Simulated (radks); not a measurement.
Results of a calculation; reference values are marked as such.
Question: Numerical settings for the mercury ion Hg2+, [Xe] 4f14 5d10. Level of theory: Dirac Kohn-Sham, PBE, spin-unpolarised, spherical densities, finite nucleus; Fermi nuclear charge, rms radius 5.4648 fm (a radial shooting solver on a logarithmic mesh with Libxc functionals). The defaults (mesh step 0.008 in ln r, mesh end at 40 bohr or more with all orbitals vanishing there, Anderson mixing 0.5 over 9 steps, residual threshold near 1e-9 with the energy settled to 1e-9 hartree or 1e-11 of itself, here a cap of 74 iterations) give E = -19656.270 hartree and 5d5/2 at -28.022 eV in 15 iterations. Run on one thread of a shared host, so times are rough (Arm Neoverse N1): 0.21 s of CPU time, 0.21 s wall, 15 iterations on 2254 mesh points. One setting is changed at a time: mesh step in ln r 0.05; mesh step in ln r 0.012; mesh step in ln r 0.2; mesh end (bohr) 12; mesh end (bohr) 1; residual threshold 0.001; residual threshold 1e-16; mixing 1.5; linear mixing, mixing 0.5; linear mixing, mixing 1; mixing history 3; iteration cap 8. Which runs fail to converge, and which converge to a wrong energy?

Answer: Not converged within the cap: mesh step in ln r 0.2; residual threshold 1e-16; linear mixing, mixing 1; iteration cap 8. Settled on a wrong energy, with an occupied level pushed above zero by the early mesh end: mesh end (bohr) 1 (+239 hartree). Apart from these: no run marked as converged misses the energy by more than 1 mhartree.
